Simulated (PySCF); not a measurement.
Correlation energy of Sb+ (antimony, charge +1)

[Kr] 4d10 5s2 5p2, high-spin 3P determinant. Computed with PySCF 2.14 in cc-pVTZ-PP with ECP28MDF (5s4p3d1f, 39 functions), with a scalar-relativistic core potential. Frozen: 4s2 4p6 4d10; 4 electrons correlated.

MP2 pair energies summed by pair of shells (mhartree):

| pair | energy | share (%) |
| --- | --- | --- |
| 5s-5p | -28.14 | 61.8 |
| 5s-5s | -13.01 | 28.6 |
| 5p-5p | -4.40 | 9.7 |

Total MP2 correlation energy: -45.55 mhartree.

Same-spin part -7.57 and opposite-spin part -37.97 mhartree; SCS-MP2 scales them by 1/3 and 6/5 to -48.09 mhartree.

| level | correlation energy (mhartree) |
| --- | --- |
| CCSD | -58.85 |
| (T) | -1.40 |
| CCSD(T) | -60.25 |

Diagnostics: T1 = 0.0075, D1 = 0.0199, largest double amplitude 0.092.

Task: Is a single reference adequate?

Result: Mostly. T1 lies below 0.03, but a double amplitude of this size points to a near-degeneracy that CCSD handles and MP2 describes poorly.
